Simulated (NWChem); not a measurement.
Species: 1,3-cyclohexadiene (C6H8); SMILES C1CC=CC=C1

```xyz
14

C     -0.0690    -1.4195    -0.1083
C     -0.1111    -0.7229    -1.2571
C      0.1111     0.7229    -1.2571
C      0.0690     1.4195    -0.1083
C     -0.2426     0.7242     1.1873
C      0.2426    -0.7242     1.1873
H     -0.1982    -2.5061    -0.1112
H     -0.2895    -1.2303    -2.2093
H      0.2895     1.2303    -2.2093
H      0.1982     2.5061    -0.1112
H     -1.3415     0.7495     1.3372
H      0.1866     1.2708     2.0414
H     -0.1866    -1.2708     2.0414
H      1.3415    -0.7495     1.3372
```
Atoms are numbered in this order, from 1.

Level: PBE0/def2-SVP (NWChem), optimised geometry, unscaled harmonic frequencies. 

```json
[
 {"frequency (cm⁻¹)": "194", "IR intensity (km/mol)": "0.6"},
 {"frequency (cm⁻¹)": "303", "IR intensity (km/mol)": "1.2"},
 {"frequency (cm⁻¹)": "475", "IR intensity (km/mol)": "6.4"},
 {"frequency (cm⁻¹)": "527", "IR intensity (km/mol)": "0.3"},
 {"frequency (cm⁻¹)": "573", "IR intensity (km/mol)": "0.2"},
 {"frequency (cm⁻¹)": "676", "IR intensity (km/mol)": "61.3"},
 {"frequency (cm⁻¹)": "754", "IR intensity (km/mol)": "12.0"},
 {"frequency (cm⁻¹)": "782", "IR intensity (km/mol)": "0.9"},
 {"frequency (cm⁻¹)": "879", "IR intensity (km/mol)": "1.1"},
 {"frequency (cm⁻¹)": "954", "IR intensity (km/mol)": "8.2"},
 {"frequency (cm⁻¹)": "982", "IR intensity (km/mol)": "2.8"},
 {"frequency (cm⁻¹)": "987", "IR intensity (km/mol)": "1.8"},
 {"frequency (cm⁻¹)": "1000", "IR intensity (km/mol)": "0.0"},
 {"frequency (cm⁻¹)": "1009", "IR intensity (km/mol)": "1.3"},
 {"frequency (cm⁻¹)": "1036", "IR intensity (km/mol)": "2.1"},
 {"frequency (cm⁻¹)": "1085", "IR intensity (km/mol)": "2.2"},
 {"frequency (cm⁻¹)": "1160", "IR intensity (km/mol)": "0.0"},
 {"frequency (cm⁻¹)": "1171", "IR intensity (km/mol)": "4.8"},
 {"frequency (cm⁻¹)": "1189", "IR intensity (km/mol)": "2.2"},
 {"frequency (cm⁻¹)": "1262", "IR intensity (km/mol)": "8.0"},
 {"frequency (cm⁻¹)": "1335", "IR intensity (km/mol)": "0.6"},
 {"frequency (cm⁻¹)": "1370", "IR intensity (km/mol)": "0.2"},
 {"frequency (cm⁻¹)": "1401", "IR intensity (km/mol)": "2.9"},
 {"frequency (cm⁻¹)": "1434", "IR intensity (km/mol)": "5.3"},
 {"frequency (cm⁻¹)": "1434", "IR intensity (km/mol)": "4.2"},
 {"frequency (cm⁻¹)": "1451", "IR intensity (km/mol)": "3.1"},
 {"frequency (cm⁻¹)": "1685", "IR intensity (km/mol)": "2.0"},
 {"frequency (cm⁻¹)": "1737", "IR intensity (km/mol)": "0.7"},
 {"frequency (cm⁻¹)": "3003", "IR intensity (km/mol)": "14.1"},
 {"frequency (cm⁻¹)": "3012", "IR intensity (km/mol)": "41.4"},
 {"frequency (cm⁻¹)": "3111", "IR intensity (km/mol)": "22.8"},
 {"frequency (cm⁻¹)": "3111", "IR intensity (km/mol)": "12.7"},
 {"frequency (cm⁻¹)": "3189", "IR intensity (km/mol)": "0.1"},
 {"frequency (cm⁻¹)": "3195", "IR intensity (km/mol)": "1.8"},
 {"frequency (cm⁻¹)": "3209", "IR intensity (km/mol)": "26.3"},
 {"frequency (cm⁻¹)": "3218", "IR intensity (km/mol)": "11.3"}
]
```

```
Item                                                                                Value
-----------------------------------------------------------------------  ----------------
zero-point energy                                                           77.0 kcal/mol
thermal correction to the enthalpy at 298.15 K (with zero-point energy)     80.8 kcal/mol
heat capacity Cv                                                         20.0 cal/(mol K)
entropy at 298.15 K and 1 atm (symmetry number 2)                        70.9 cal/(mol K)
dipole moment                                                                      0.47 D
```

Rigid rotor and harmonic oscillator.
